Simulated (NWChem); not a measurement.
System: H$_{2}$SeS; SMILES S[SeH]

Output (shortened):

```
             Northwest Computational Chemistry Package (NWChem) 7.3.0
             --------------------------------------------------------

 C1  symmetry detected

                             Geometry "geometry" -> ""
                             -------------------------

 Output coordinates in angstroms (scale by  1.889725989 to convert to a.u.)

  No.       Tag          Charge          X              Y              Z
 ---- ---------------- ---------- -------------- -------------- --------------
    1 Se                  34.0000     0.03557027     0.72159950     0.01183591
    2 H                    1.0000    -1.42805221     0.91918369    -0.03697023
    3 S                   16.0000     0.00969212    -1.48502613     0.05714573
    4 H                    1.0000     0.06358926    -1.69314866    -1.27978251

 Effective nuclear repulsion energy (a.u.)     158.6031890194

                                 NWChem DFT Module
                                 -----------------

 Summary of "ao basis" -> "ao basis" (spherical)
 ------------------------------------------------------------------------------
       Tag                 Description            Shells   Functions and Types
 ---------------- ------------------------------  ------  ---------------------
 Se                       aug-cc-pvdz               14       36   6s5p3d
 H                        aug-cc-pvdz                5        9   3s2p
 S                        aug-cc-pvdz               11       27   5s4p2d

            General Information
            -------------------
          SCF calculation type: DFT
          Wavefunction type:  closed shell.
          No. of atoms     :     4
          No. of electrons :    52
           Alpha electrons :    26
            Beta electrons :    26
          Charge           :     0
          Spin multiplicity:     1
          Use of symmetry is: off; symmetry adaption is: off
          Maximum number of iterations: 150
          AO basis - number of functions:    81
                     number of shells:    35
          Convergence on energy requested:  1.00D-06
          Convergence on density requested:  1.00D-05
          Convergence on gradient requested:  5.00D-04

              XC Information
              --------------
                         PBE0 Method XC Functional
                     Hartree-Fock (Exact) Exchange  0.250
          PerdewBurkeErnzerhof Exchange Functional  0.750
            Perdew 1991 LDA Correlation Functional  1.000 local
           PerdewBurkeErnz. Correlation Functional  1.000 non-local

             Grid Information
             ----------------
          Grid used for XC integration:  medium
          Radial quadrature: Mura-Knowles
          Angular quadrature: Lebedev.
          Tag              B.-S. Rad. Rad. Pts. Rad. Cut. Ang. Pts.
          ---              ---------- --------- --------- ---------
          Se                  1.15      112          13.0       590
          H                   0.35       45          14.0       434
          S                   1.00       88          13.0       590
          Grid pruning is: on
          Number of quadrature shells:   290
          Spatial weights used:  Erf1

      Superposition of Atomic Density Guess
      -------------------------------------

 Sum of atomic energies:       -2798.25878933

      Non-variational initial energy
      ------------------------------

 Total energy =   -2798.622695
 1-e energy   =   -4209.130962
 2-e energy   =    1251.905078
 HOMO         =      -0.271204
 LUMO         =      -0.034344

   convergence    iter        energy       DeltaE   RMS-Dens  Diis-err
 ---------------- ----- ----------------- --------- --------- ---------
 d= 0,ls=0.0,diis     1  -2800.4755107092 -2.96D+03  7.27D-03  2.24D-01
 d= 0,ls=0.0,diis     2  -2800.4946939658 -1.92D-02  2.60D-03  4.18D-02
 d= 0,ls=0.0,diis     3  -2800.5013796954 -6.69D-03  6.93D-04  5.58D-03
 d= 0,ls=0.0,diis     4  -2800.5023437831 -9.64D-04  1.41D-04  1.33D-04
 d= 0,ls=0.0,diis     5  -2800.5023609821 -1.72D-05  5.30D-05  2.61D-05
  Resetting Diis
 d= 0,ls=0.0,diis     6  -2800.5023656332 -4.65D-06  9.46D-06  8.18D-07
 d= 0,ls=0.0,diis     7  -2800.5023657896 -1.56D-07  2.06D-06  1.17D-08

         Total DFT energy =    -2800.502365789594
      One electron energy =    -4209.907614725496
           Coulomb energy =     1363.916205172231
    Exchange-Corr. energy =     -113.114145255700
 Nuclear repulsion energy =      158.603189019371

 Numeric. integr. density =       51.999990284094

                       DFT Final Molecular Orbital Analysis
                       ------------------------------------

 Vector   24  Occ=2.000000D+00  E=-3.627599D-01
              MO Center=  8.3D-02, -3.9D-01,  8.8D-02, r^2= 3.0D+00
   Bfn.  Coefficient  Atom+Function         Bfn.  Coefficient  Atom+Function
  ----- ------------  ---------------      ----- ------------  ---------------
    55     -0.331448  3 S  py                14      0.307649  1 Se py
    58     -0.278212  3 S  py                17      0.208475  1 Se py
    16      0.178441  1 Se px                13      0.167986  1 Se px
    56      0.168044  3 S  pz                 5      0.154153  1 Se s
    59      0.150329  3 S  pz                 4      0.138734  1 Se s

 Vector   25  Occ=2.000000D+00  E=-2.793855D-01
              MO Center= -3.9D-02, -1.2D+00,  1.1D-02, r^2= 2.3D+00
   Bfn.  Coefficient  Atom+Function         Bfn.  Coefficient  Atom+Function
  ----- ------------  ---------------      ----- ------------  ---------------
    54      0.531846  3 S  px                57      0.483241  3 S  px
    38      0.207714  2 H  s                  5     -0.190929  1 Se s
    37      0.166286  2 H  s                 13     -0.122270  1 Se px
     6     -0.085601  1 Se s                  4     -0.068123  1 Se s
    60      0.058902  3 S  px                14     -0.053363  1 Se py

 Vector   26  Occ=2.000000D+00  E=-2.653105D-01
              MO Center= -6.7D-03,  4.9D-01, -1.3D-02, r^2= 2.3D+00
   Bfn.  Coefficient  Atom+Function         Bfn.  Coefficient  Atom+Function
  ----- ------------  ---------------      ----- ------------  ---------------
    15      0.517506  1 Se pz                18      0.509175  1 Se pz
    74      0.170510  4 H  s                 49     -0.155992  3 S  s
    73      0.145730  4 H  s                 56     -0.119265  3 S  pz
    50     -0.079188  3 S  s                 58      0.058581  3 S  py
    21      0.056680  1 Se pz                48     -0.054732  3 S  s

 Vector   27  Occ=0.000000D+00  E=-6.006443D-02
              MO Center= -2.5D-02, -1.7D-01, -2.3D-02, r^2= 5.3D+00
   Bfn.  Coefficient  Atom+Function         Bfn.  Coefficient  Atom+Function
  ----- ------------  ---------------      ----- ------------  ---------------
    17      0.537264  1 Se py                58      0.471343  3 S  py
    50      0.428611  3 S  s                 20      0.401762  1 Se py
     6     -0.383689  1 Se s                 14      0.362775  1 Se py
    55      0.362897  3 S  py                61      0.349340  3 S  py
    49      0.302659  3 S  s                  5     -0.279719  1 Se s

 Vector   28  Occ=0.000000D+00  E=-1.851831D-02
              MO Center= -6.5D-01,  4.3D-02, -4.3D-01, r^2= 9.7D+00
   Bfn.  Coefficient  Atom+Function         Bfn.  Coefficient  Atom+Function
  ----- ------------  ---------------      ----- ------------  ---------------
    39      1.019408  2 H  s                 75      0.637009  4 H  s
     6     -0.613463  1 Se s                 38      0.549998  2 H  s
    50     -0.409867  3 S  s                 19      0.403355  1 Se px
    16      0.397704  1 Se px                74      0.370437  4 H  s
     5     -0.342997  1 Se s                 49     -0.255335  3 S  s

 Vector   29  Occ=0.000000D+00  E= 3.528030D-03
              MO Center= -2.9D-01, -8.3D-01, -9.4D-01, r^2= 9.4D+00
   Bfn.  Coefficient  Atom+Function         Bfn.  Coefficient  Atom+Function
  ----- ------------  ---------------      ----- ------------  ---------------
    75      1.735036  4 H  s                 39     -1.276474  2 H  s
    74      0.647172  4 H  s                 50     -0.605776  3 S  s
    62      0.581229  3 S  pz                19     -0.498168  1 Se px
    38     -0.456935  2 H  s                 59      0.394372  3 S  pz
    20      0.357714  1 Se py                16     -0.340823  1 Se px

     Multipole analysis of the density
     ---------------------------------

     L   x y z        total         alpha         beta         nuclear
     -   - - -        -----         -----         ----         -------
     0   0 0 0     -0.000000    -26.000000    -26.000000     52.000000

     1   1 0 0     -0.228382     -0.114191     -0.114191     -0.000000
     1   0 1 0      0.092293      0.046146      0.046146     -0.000000
     1   0 0 1     -0.343412     -0.171706     -0.171706      0.000000

     2   2 0 0    -24.117130    -15.786574    -15.786574      7.456018
     2   1 1 0     -0.735865      1.021038      1.021038     -2.777941
     2   1 0 1     -0.025248     -0.002966     -0.002966     -0.019316
     2   0 2 0    -22.981255   -112.731178   -112.731178    202.481101
     2   0 1 1      1.355233     -1.224797     -1.224797      3.804826
     2   0 0 2    -24.400910    -15.229116    -15.229116      6.057322

                                 NWChem DFT Module
                                 -----------------

[...]
```

Level: PBE0/aug-cc-pVDZ, vertical spin-unrestricted ions. Structure relaxed at the PBE0/def2-SVP level.

**Question.** Which NWChem input produces such a log?

**Answer.** Several could match; the one computed here: the input that was run:
```
start job
memory heap 200 mb stack 900 mb global 1100 mb
geometry units angstroms noautoz
  Se     0.037299     0.731509     0.036439
  H     -1.387194     0.926023    -0.305023
  S      0.009565    -1.475342     0.067404
  H      0.331887    -1.677647    -1.232126
end
basis spherical
  * library aug-cc-pvdz
end
dft
  xc pbe0
  iterations 150
  vectors input atomic output neutral.movecs
end
task dft energy
charge 1
dft
  odft
  mult 2
  vectors input atomic output cation.movecs
end
task dft energy
charge -1
dft
  odft
  mult 2
  vectors input atomic output anion.movecs
end
task dft energy
```
